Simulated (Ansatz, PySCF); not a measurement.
Ways to break one bond of NB(N)N:

A. NB(N)N → N[B]N + [NH2] (NH2)
B. NB(N)N -> [NH]B(N)N + H atom

Quantity: bond dissociation energy (enthalpy at 298 K, with B3LYP-D3(BJ) rigid-rotor harmonic-oscillator terms), kcal/mol. Geometries: B3LYP-D3(BJ)/def2-TZVP minima from Ansatz (a program for electronic structure), one conformer each, not searched for the lowest. Frequencies are from Ansatz or PySCF. Correlated levels leave the core frozen unless marked. Open shells are spin-unrestricted. No spin-orbit coupling. Non-relativistic. CBS(X,Y): correlation extrapolated as X^-3; Hartree-Fock from the larger set. The bracket is a focal-point correction in the basis named.

|  | RI-HF/cc-pVQZ (Ansatz) | B2PLYP/def2-TZVPD (Ansatz) | SCS-MP2/aug-cc-pVTZ (Ansatz) | RI-MP2/CBS(aug-cc-pVTZ,aug-cc-pVQZ)+[CCSD(T)-MP2]/aug-cc-pVTZ (Ansatz) |
|---|---|---|---|---|
| A | 92.8 | 120.9 | 125.7 | 124.7 |
| B | 81.9 | 109.3 | 113.5 | 113.0 |
